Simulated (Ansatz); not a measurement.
ClSr, charge +1, singlet, at a GFN2-xTB geometry (such geometries of metal compounds can be far from the true shape) (core potentials on Sr); R2SCAN/def2-SVP run with Ansatz (a first-principles code).

Here is a job for Ansatz.
Ansatz 0.2 input:
```yaml
crystal:
  periodic: [false, false, false]
  atoms:
    - {symbol: Sr, position_ang: [-0.00000000, -0.00000000, -0.76811428]}
    - {symbol: Cl, position_ang: [0.00000000, 0.00000000, 1.71696133]}
basis:
  gaussian:
    orbitals: def2-SVP
hamiltonian:
  xc: r2scan
total_charge: 1
```

Output, abridged:

```
Functional definition: r2SCAN
476 factors; their error is unknown
mean field evaluation 1: about -13342.9110 eV, gradient 4.9e1 eV
mean field evaluation 2: about -13232.6336 eV, gradient 1.6e2 eV
mean field evaluation 4: about -13349.9855 eV, gradient 5.7e0 eV
mean field evaluation 8: about -13350.0714 eV, gradient 6.3e-2 eV
mean field -13350.07139446 eV, -490.6060747432 hartree, gradient 8.3e-5 eV, S^2 0.000000; 0 other end points of the search recorded, 0 dependent functions left out
reference -13350.07141459 eV, -490.6060754830 hartree; 13, 13 occupied and 28, 28 virtual orbitals, 476 factors
Total energy: -13350.07141459 eV, -490.6060754830 hartree
```
